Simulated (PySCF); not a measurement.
Run record: core-ionisation job, `N(C=O)[CH2][GeH3]`.

Computed with delta-SCF UKS SCAN, pcX-2 on the ionised atom, pcseg-1 elsewhere, spin-free X2C (PySCF 2.14.0). Geometry: GFN2-xTB. A driver script takes a list of jobs; this job's settings line and coordinates (Å) are shown.

Command:
```bash
OMP_NUM_THREADS=1 python probes_run.py task.json out
```

Input:
```
{"job": {"kind": "xps"}, "charge": 0, "multiplicity": 1}
O      0.714728     1.611982     0.438214
C      1.530131     0.721127     0.340696
N      1.237651    -0.537150     0.023792
C     -0.115829    -0.962656    -0.236956
Ge    -1.508144     0.466706    -0.073854
H      2.605380     0.895565     0.512874
H      1.971210    -1.226829    -0.039910
H     -0.168322    -1.381398    -1.247472
H     -0.373079    -1.771573     0.454788
H     -1.427061     1.531436    -1.107776
H     -2.762896    -0.329888    -0.397078
H     -1.702572     0.981992     1.306656
```

Output:
```
ground state, core basis on atom 0 (O), 149 functions
  cycle   1  E = -2304.22031335  |g| = 8.88e-01
  cycle   2  E = -2302.99426307  |g| = 2.48e+00
  cycle   3  E = -2304.35165581  |g| = 2.73e-01
  cycle   4  E = -2304.36079846  |g| = 2.01e-01
  cycle   5  E = -2304.37056979  |g| = 3.13e-02
  cycle   6  E = -2304.37078676  |g| = 1.18e-02
  cycle   7  E = -2304.37081858  |g| = 3.05e-03
  cycle   8  E = -2304.37082506  |g| = 9.89e-04
  cycle   9  E = -2304.37082420  |g| = 2.12e-04
  E(ground) = -2304.51200559 Eh
hole in O 1s of atom 0
  cycle   1  E = -2283.79033232  |g| = 2.23e+00
  cycle   2  E = -2283.12282172  |g| = 2.29e+00
  cycle   3  E = -2284.40695528  |g| = 6.96e-01
  cycle   4  E = -2284.43316136  |g| = 6.19e-01
  cycle   5  E = -2284.62342050  |g| = 7.29e-02
  cycle   6  E = -2284.62534832  |g| = 2.89e-02
  cycle   7  E = -2284.62571971  |g| = 6.84e-03
  cycle   8  E = -2284.62574274  |g| = 2.46e-03
  cycle   9  E = -2284.62575199  |g| = 1.21e-03
  cycle  10  E = -2284.62575687  |g| = 8.03e-04
  cycle  11  E = -2284.62575594  |g| = 5.03e-04
  cycle  12  E = -2284.62575708  |g| = 2.68e-04
  E(ion) = -2284.76792489 Eh   <S^2> = 0.7664   hole on atom = 1.000   binding energy = 537.264 eV
ground state, core basis on atom 1 (C), 149 functions
  cycle   1  E = -2304.34645982  |g| = 8.73e-02
  cycle   2  E = -2304.34146935  |g| = 1.71e-01
  cycle   3  E = -2304.34712880  |g| = 2.96e-02
  cycle   4  E = -2304.34729186  |g| = 1.04e-02
  cycle   5  E = -2304.34732151  |g| = 1.31e-03
  cycle   6  E = -2304.34731962  |g| = 2.30e-04
  E(ground) = -2304.49087384 Eh
hole in C 1s of atom 1
  cycle   1  E = -2292.99984020  |g| = 1.50e+00
  cycle   2  E = -2290.80220011  |g| = 2.28e+00
  cycle   3  E = -2293.33717323  |g| = 5.84e-01
  cycle   4  E = -2293.51837331  |g| = 2.70e-01
  cycle   5  E = -2293.52237530  |g| = 2.40e-01
  cycle   6  E = -2293.52605435  |g| = 2.26e-01
  cycle   7  E = -2293.54894480  |g| = 1.63e-02
  cycle   8  E = -2293.54906333  |g| = 7.88e-03
  cycle   9  E = -2293.54910911  |g| = 3.74e-03
  cycle  10  E = -2293.54912521  |g| = 2.43e-03
  cycle  11  E = -2293.54914131  |g| = 1.54e-03
  cycle  12  E = -2293.54915454  |g| = 1.32e-03
  cycle  13  E = -2293.54916039  |g| = 4.02e-04
  E(ion) = -2293.69123583 Eh   <S^2> = 0.7840   hole on atom = 1.000   binding energy = 293.873 eV
ground state, core basis on atom 2 (N), 149 functions
  cycle   1  E = -2304.35520704  |g| = 7.73e-02
  cycle   2  E = -2304.35492763  |g| = 4.77e-02
  cycle   3  E = -2304.35489856  |g| = 4.91e-02
  cycle   4  E = -2304.35531378  |g| = 1.63e-02
  cycle   5  E = -2304.35537083  |g| = 1.15e-03
  cycle   6  E = -2304.35536535  |g| = 4.21e-04
  E(ground) = -2304.49730908 Eh
hole in N 1s of atom 2
  cycle   1  E = -2288.72246830  |g| = 1.87e+00
  cycle   2  E = -2286.57912487  |g| = 2.70e+00
  cycle   3  E = -2289.05288273  |g| = 8.99e-01
  cycle   4  E = -2289.20569331  |g| = 7.39e-01
  cycle   5  E = -2289.41718829  |g| = 1.37e-01
  cycle   6  E = -2289.42522804  |g| = 4.21e-02
  cycle   7  E = -2289.42602705  |g| = 1.42e-02
  cycle   8  E = -2289.42612974  |g| = 4.60e-03
  cycle   9  E = -2289.42614071  |g| = 1.58e-03
  cycle  10  E = -2289.42614428  |g| = 6.13e-04
  cycle  11  E = -2289.42614439  |g| = 2.08e-04
  E(ion) = -2289.56662148 Eh   <S^2> = 0.7659   hole on atom = 1.000   binding energy = 406.285 eV
ground state, core basis on atom 3 (C), 149 functions
  cycle   1  E = -2304.34382272  |g| = 5.66e-02
  cycle   2  E = -2304.34377265  |g| = 1.96e-02
  cycle   3  E = -2304.34362849  |g| = 3.23e-02
  cycle   4  E = -2304.34384219  |g| = 8.12e-03
  cycle   5  E = -2304.34385481  |g| = 5.70e-04
  cycle   6  E = -2304.34385429  |g| = 1.58e-04
  E(ground) = -2304.48731553 Eh
hole in C 1s of atom 3
  cycle   1  E = -2293.06143119  |g| = 1.51e+00
  cycle   2  E = -2291.44839925  |g| = 2.32e+00
  cycle   3  E = -2293.37156235  |g| = 7.57e-01
  cycle   4  E = -2293.45446854  |g| = 6.66e-01
  cycle   5  E = -2293.62482434  |g| = 1.64e-01
  cycle   6  E = -2293.63434090  |g| = 6.95e-02
  cycle   7  E = -2293.63629355  |g| = 1.45e-02
  cycle   8  E = -2293.63637585  |g| = 5.93e-03
  cycle   9  E = -2293.63639592  |g| = 1.66e-03
  cycle  10  E = -2293.63639888  |g| = 7.17e-04
  cycle  11  E = -2293.63640102  |g| = 2.27e-04
  E(ion) = -2293.77830291 Eh   <S^2> = 0.7696   hole on atom = 1.000   binding energy = 291.407 eV
```

Cycles run on a coarse grid; E(ground) and E(ion) are re-evaluated on a finer one, so they differ from the last cycle. The program numbers atoms from 0.

Question: How does the 1s binding energy of C2 follow from the two total energies?

Answer: E(ion) − E(ground) = -2293.69123583 − (-2304.49087384) = 10.799638 Eh, times 27.211386 eV gives 293.87 eV.

Main results: O1s of O1 537.26 eV; C1s of C2 293.87 eV; N1s of N3 406.28 eV; C1s of C4 291.41 eV.

Isolated species at its GFN2-xTB geometry (one conformer only).

Question: Estimate the wall time. Hardware: one thread of an Arm Neoverse N1, shared host with 64 logical CPUs at a one-minute load of 59. And the peak memory of the process?

Answer: About 67 s, with 0.40 GiB resident at the peak, the Python interpreter and its libraries included.
Labels such as C1 count atoms from 1, the log's own numbers from 0.
